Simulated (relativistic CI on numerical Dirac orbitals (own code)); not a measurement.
S⁺: calculation against measurement

Method of calculation: Dirac-Coulomb-Breit CI, KLI orbitals optimised for each configuration, a model potential for QED, valence Slater integrals scaled by 0.85, P86 correlation energy added to each configuration (own radial code, finite nucleus).

CI space (outside the closed core [Ne]): 3s2.3p3, 3s.3p4, 3s2.3p2.3d, 3s2.3p2.4s, 3s2.3p2.4p, 3p5, 3s.3p3.3d, 3s2.3p2.5s, 3s2.3p2.4d, 3s2.3p2.5p, 3s2.3p2.4f, 3s2.3p2.5d, 3s2.3p2.5f, 3s2.3p.3d2, 3s2.3d3, 3s2.3d2.4s, 3s2.3d2.4p, 3s.3p.3d3, 3s2.3d2.5s, 3s2.3p.4s2, 3s2.3d.4s2, 3s2.4s2.4p, 3s.3p.3d.4s2, 3s2.4s2.5s, 3s2.3p.3d.4s, 3s2.3d.4s.4p, 3s.3p.3d2.4s, 3s2.3d.4s.5s. Double excitations out of closed p, d and f shells are left out; levels of such configurations are missing from the list, as are those of other unlisted configurations, and high levels can miss mixing partners. These lack a partner that the ground configuration has and come out too high: 3s2.3p2.4d, 3s2.3p2.5p, 3s2.3p2.4f, 3s2.3p2.5d, 3s2.3p2.5f.

```tsv
Configuration	Term (tabulated)	J	Measured (cm⁻¹)	Computed	Error	Purity (%)
3s2.3p3	4S°	3/2	0.0	0	0	97
3s2.3p3	2D°	3/2	14852.9	15691	838	97
3s2.3p3	2D°	5/2	14884.7	15727	842	97
3s2.3p3	2P°	1/2	24524.8	23798	-727	95
3s2.3p3	2P°	3/2	24571.5	23844	-728	95
3s.3p4	4P	5/2	79395.4	86125	6729	83
3s.3p4	4P	3/2	79756.8	86487	6730	83
3s.3p4	4P	1/2	79962.6	86694	6731	83
3s.3p4	2D	3/2	97890.7	106565	8674	64
3s.3p4	2D	5/2	97918.9	106588	8669	64
3s2.3p2.3d	2P	3/2	105599.1	114946	9347	77
3s2.3p2.3d	2P	1/2	106044.2	115350	9305	77
3s2.3p2.4s	4P	1/2	109560.7	117982	8421	99
3s2.3p2.4s	4P	3/2	109831.6	118261	8430	99
3s2.3p2.3d	4F	3/2	110177.0	118734	8557	98
3s2.3p2.4s	4P	5/2	110268.6	118711	8442	99
3s2.3p2.3d	4F	5/2	110313.4	118872	8559	98
3s2.3p2.3d	4F	7/2	110508.7	119070	8561	98
3s2.3p2.3d	4F	9/2	110766.6	119330	8564	98
3s2.3p2.4s	2P	1/2	112937.6	122016	9078	96
3s2.3p2.4s	2P	3/2	113461.5	122529	9067	96
3s2.3p2.3d	4D	1/2	114162.3	123298	9135	99
3s2.3p2.3d	4D	3/2	114200.5	123335	9135	99
3s2.3p2.3d	4D	5/2	114231.0	123388	9157	98
3s2.3p2.3d	4D	7/2	114279.3	123459	9179	96
3s2.3p2.3d	2F	5/2	114804.4	124911	10106	98
3s2.3p2.3d	2F	7/2	115285.6	125382	10097	96
3s.3p4	2S	1/2	119783.8	126308	6524	60
3s2.3p2.4s	2D	3/2	121528.7	130833	9304	98
3s2.3p2.4s	2D	5/2	121530.0	130835	9305	98
3s2.3p2.3d	2G	7/2	127127.1	136545	9418	99
3s2.3p2.3d	2G	9/2	127128.4	136532	9404	99
3s2.3p2.4p	4D°	1/2	127825.1	135562	7737	99
3s2.3p2.4p	4D°	3/2	127976.3	135713	7737	98
3s2.3p2.4p	4D°	5/2	128233.2	135974	7740	98
3s2.3p2.4p	4D°	7/2	128599.2	136349	7750	99
3s2.3p2.4p	4P°	1/2	129787.8	137409	7622	99
3s2.3p2.4p	4P°	3/2	129858.2	137499	7641	95
3s2.3p2.4p	4P°	5/2	130134.2	137771	7637	95
3s2.3p2.3d	4P	5/2	130602.2	140652	10050	78
3s2.3p2.4p	2D°	3/2	130641.1	138366	7725	97
3s2.3p2.3d	4P	3/2	130818.9	140887	10068	78
3s2.3p2.3d	4P	1/2	130948.9	141032	10083	78
3s2.3p2.4p	2D°	5/2	131187.2	138913	7726	95
3s2.3p2.4p	2P°	1/2	133268.7	140883	7614	98
3s2.3p2.3d	2D	3/2	133360.9	142551	9190	85
3s2.3p2.4p	2P°	3/2	133400.0	141036	7637	98
3s2.3p2.3d	2D	5/2	133814.8	142929	9114	84
3s2.3p2.4s	2S	1/2	136328.8	144435	8107	96
3s2.3p2.3d	2F	5/2	138509.2	147582	9073	72
3s2.3p2.3d	2F	7/2	138528.0	147622	9094	73
3s2.3p2.3d	2P	1/2	139845.0	147605	7760	90
3s2.3p2.3d	2P	3/2	140016.8	147766	7750	89
3s2.3p2.4p	2F°	5/2	140230.1	148373	8143	98
3s2.3p2.4p	2F°	7/2	140319.2	148452	8132	99
```

Measured levels from NIST Handbook of Basic Atomic Spectroscopic Data (Sansonetti and Martin, J. Phys. Chem. Ref. Data 34, 1559 (2005)); pairs were made by configuration, J and term (by order where the table uses no LS term), so strongly mixed levels may be paired wrongly.

Mean error by configuration (cm⁻¹): 3s2.3p3 56; 3s.3p4 7343; 3s2.3p2.3d 9161; 3s2.3p2.4s 8769; 3s2.3p2.4p 7757. Over the excited levels the mean absolute error is 7942 cm⁻¹ (54 of the 56 excited levels that our extract of the source holds in range could be paired, and the others can miss by more), and the median relative error of those above 1,000 cm⁻¹ is 7.5 %.

Transition probabilities of persistent lines. The last column rescales the computed rate by the cube of measured over computed energy:

| λ measured (Å) | Lower | Upper | A tabulated (s⁻¹) | A computed | A rescaled |
| --- | --- | --- | --- | --- | --- |
| 1259.52 vacuum | 3s2.3p3 4S°_3/2 | 3s.3p4 4P_5/2 | 4.65e+07 | 4.06e+07 | 3.18e+07 |
| 5432.81 air | 3s2.3p2.4s 4P_3/2 | 3s2.3p2.4p 4D°_5/2 | 6.80e+07 | 6.25e+07 | 7.01e+07 |
| 5453.83 air | 3s2.3p2.4s 4P_5/2 | 3s2.3p2.4p 4D°_7/2 | 8.50e+07 | 7.84e+07 | 8.80e+07 |
| 5639.97 air | 3s2.3p2.4s 2P_3/2 | 3s2.3p2.4p 2D°_5/2 | 6.60e+07 | 5.83e+07 | 7.38e+07 |
